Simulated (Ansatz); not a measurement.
Saddle point of CH$_{6}$SSn, closed shell (CH₆SSn ([CH3][SnH2][SH]) → CH₄Sn ([CH2][SnH2]) + H₂S; bonds formed: S2–H4; bonds broken: Sn1–S2, C3–H4), PBE0-D4/def2-TZVP structure:

```json
{"atom": "Sn1", "x (Å)": "-0.8940", "y (Å)": "0.7162", "z (Å)": "-0.2278"}
{"atom": "S2", "x (Å)": "1.3214", "y (Å)": "-0.6918", "z (Å)": "-1.4982"}
{"atom": "C3", "x (Å)": "-0.3367", "y (Å)": "-0.5175", "z (Å)": "1.2584"}
{"atom": "H4", "x (Å)": "0.8808", "y (Å)": "-0.9798", "z (Å)": "-0.1512"}
{"atom": "H5", "x (Å)": "-2.0038", "y (Å)": "0.3200", "z (Å)": "-1.4604"}
{"atom": "H6", "x (Å)": "-0.2218", "y (Å)": "2.2607", "z (Å)": "-0.5047"}
{"atom": "H7", "x (Å)": "2.1871", "y (Å)": "0.2318", "z (Å)": "-1.0509"}
{"atom": "H8", "x (Å)": "-1.0467", "y (Å)": "-1.3020", "z (Å)": "1.5106"}
{"atom": "H9", "x (Å)": "0.1138", "y (Å)": "-0.0376", "z (Å)": "2.1242"}
```

Energies are electronic, without zero-point energy. Barriers and step energies count from the start structure reached by relaxing down the imaginary mode; all methods use the PBE0-D4 structures, on which another method's saddle can fall below an end. Program: Ansatz 0.2.0. Basis: def2-TZVPP, with def2-QZVPP for the basis limit. Cores are frozen in the correlated methods. Filled d shells of the heavier atoms are correlated. Core potentials replace the inner electrons of the atoms past krypton. The def2 sets are not built for correlating such inner shells, so the correlated values are less sure here. B3LYP uses VWN-RPA correlation. Extrapolation: Hartree–Fock as exp(−7.88 √X), correlation as X^−2.97.

```csv
method,barrier (eV),step energy (eV)
SPW92,2.770,2.793
PBE-D4,2.847,2.722
BLYP-D4,2.841,2.605
r2SCAN-D4,3.071,2.888
B97M-V,3.156,2.894
PBE0-D4,3.143,2.935
B3LYP-D4,?,2.792
r2SCAN0-D4,3.263,3.018
BHLYP-D4,3.418,3.023
CAM-B3LYP-D4,3.279,2.917
wB97X-V,3.377,3.023
wB97M-V,3.276,2.930
B2PLYP,3.161,2.801
PBE-QIDH,?,3.014
RPA on PBE,3.123,2.714
HF,3.859,3.180
MP2,?,2.849
CCSD,3.344,2.875
CCSD(T),3.198,2.785
```

(1) Fill in the withheld barriers. (An estimate is asked for; the value comes from the calculation.)

T1 diagnostic: at most 0.018. The restricted Hartree–Fock reference is unstable towards an unrestricted one at one or more of these structures.

Results:

(1) By the calculation: PBE-QIDH 3.309; B3LYP-D4 3.091; MP2 3.189 eV. Each is the energy of the saddle less that of the start structure, by the same method.

For comparison, the barrier by CCSD(T) at an estimated basis limit (MP2 extrapolated from triple and quadruple zeta, plus CCSD(T) − MP2 in triple zeta) is 3.198 eV.

Labels in which every atom is bracketed show which atoms are joined, not bond orders.

For scale, one of the runs: CCSD(T)/def2-TZVPP, 207 basis functions, launched by `ansatz run in.yaml --threads 4 --pin off --events-out ev --progress --plain --max-ram 9574MiB`. The run took 73 s on 4 CPU threads of an Arm Neoverse V2 (shared host), with 2.9 GiB of host memory at its peak.
